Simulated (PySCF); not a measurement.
# CH2AlNO2

The system: CH2AlNO2, a small molecule; neutral, singlet. The structure, one conformer, was relaxed in the gas phase by PBE0-D3(BJ)/def2-SVP. No frequency run checks that it is a minimum.

SMILES: N#[C][Al]([OH])[OH]

```xyz
7

O     0.897    0.861   -1.134
Al    0.133    0.031    0.119
O     0.856   -0.207    1.619
C    -1.636   -0.698   -0.114
N    -2.701   -1.122   -0.294
H     0.560    1.061   -2.008
H     1.724    0.088    1.894
```
Atom numbers follow the order of the file, from 1.

Shieldings: GIAO PBE0/pcSseg-2. Shifts are against computed references at the same level: C TMS (σ 184.1 ppm), H TMS (σ 31.24 ppm). Core levels by delta-SCF with SCAN, pcX-2 on the ionised atom and pcseg-1 elsewhere, spin-free X2C (2p3/2 is the spin-free 2p value less a third of a first-order spin-orbit splitting); from the vacuum level, for chosen atoms.

Give the NMR and core-level values of the distinct atoms.


```
atoms   bonded to  σ (ppm)  δ (ppm)  core level (eV)
   O1  1 Al + 1 H    288.9        -        1s 538.85
  Al2   1 C + 2 O    467.0        -      2p3/2 81.98
   O3  1 Al + 1 H    306.7        -        1s 538.85
   C4  1 Al + 1 N     54.8    129.3        1s 291.86
   N5         1 C   -111.2        -        1s 405.61
   H6         1 O    29.16     2.08                -
   H7         1 O    29.74     1.50                -
```

Values are those of this one static structure; atoms that internal rotation interchanges would show their mean in an NMR spectrum.

The core-hole states of C4, N5 are spin-contaminated (⟨S²⟩ 0.83, 0.83 against 0.75 for a pure doublet), so those values and differences from them are less sure.

By CAM-B3LYP/def2-SVPD (TDDFT singlets, Tamm-Dancoff triplets, ionisation by delta-SCF), where does absorption start, and what does vertical ionisation take?

The first singlet with intensity lies at 7.08 eV (f 0.009); what lies below it is dark. The lowest singlet lies at 6.60 eV (f 0.000), the strongest of the first 6 at 7.84 eV (f 0.028), the lowest triplet at 5.58 eV; vertical ionisation takes 12.41 eV.
